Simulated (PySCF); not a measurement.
PBE on He (helium, neutral), 1s1 2p1, high-spin 3P determinant (an excited configuration). All numbers are calculated (PySCF 2.14, the non-relativistic Hamiltonian (point nucleus), in aug-cc-pV5Z (6s5p4d3f2g, 80 functions)).

```
cycle= 1 E= -2.09034153960834  delta_E= -0.000696  |g|= 0.00352  |ddm|= 0.112
cycle= 2 E= -2.09034477908833  delta_E= -3.24e-06  |g|= 0.000329  |ddm|= 0.009
cycle= 3 E= -2.09034483135007  delta_E= -5.23e-08  |g|= 2.88e-05  |ddm|= 0.000638
cycle= 4 E= -2.09034483175233  delta_E= -4.02e-10  |g|= 1.35e-06  |ddm|= 6.63e-05
converged SCF energy = -2.09034483175233  <S^2> = 2  2S+1 = 3
```

Highest occupied orbital energy: 0.729 eV; ⟨L²⟩ = 2.00; populations by l: s 1.00, p 1.00, d 0.00, f 0.00.

**Question.** Can this result be used?

**Answer.** Not for this state. The run converged. The outer electron is Rydberg-like, and this basis confines it to a smaller radius and binds it less than a complete one would. At PBE the highest occupied level has a positive energy, so only the finite basis holds that electron; for this excited configuration the basis is too tight for the outer shell.
